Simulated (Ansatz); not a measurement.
Calculated with Ansatz (gas phase, PBE0-D4/def2-TZVP geometries, no zero-point term in ΔE). CBS: MP2 limit from def2 TZ/QZ plus the TZ coupled-cluster correction, frozen cores. DFT in def2-TZVPP. B3LYP here is the variant with VWN-RPA as its local correlation; programs differ in this. Each species was taken in one conformer, which may not be the lowest.

Reaction (ligand exchange at a B–O bond): `BO[SiH](O)S` + `CN[SiH2]N` → `BN[SiH2]NC` + `O[SiH](O)S`

```
             level  ΔE (kcal/mol)  difference from CCSD(T)/CBS
           PBE0-D4           -2.5                         -0.7
          B3LYP-D4           -1.3                          0.5
           ωB97X-V           -1.5                          0.3
           ωB97M-V           -1.9                         -0.1
            B2PLYP           -1.5                          0.3
               PBE           -3.1                         -1.3
            r2SCAN           -1.9                         -0.1
              PBE0           -2.5                         -0.7
             B3LYP           -1.3                          0.5
    MP2/def2-TZVPP           -2.1                         -0.3
SCS-MP2/def2-TZVPP           -1.5                          0.3
     HF/def2-QZVPP            1.4                          3.2
    MP2/def2-QZVPP           -1.9                         -0.1
      HF/CBS(def2)            1.4                          3.2
     MP2/CBS(def2)           -2.0                         -0.2
    CCSD/CBS(def2)           -1.3                          0.5
       CCSD(T)/CBS           -1.8                            0
```

Largest T1 diagnostic among the species: 0.013.

In def2-TZVPP, CCSD(T) changes the Hartree–Fock value by −3.0 kcal/mol (the triples alone add −0.5 kcal/mol) and MP2 by −3.2 kcal/mol.

CCSD(T)/CBS has its own doubt, a few kJ/mol and more with outer-core shells, so smaller differences from it don't rank the levels.
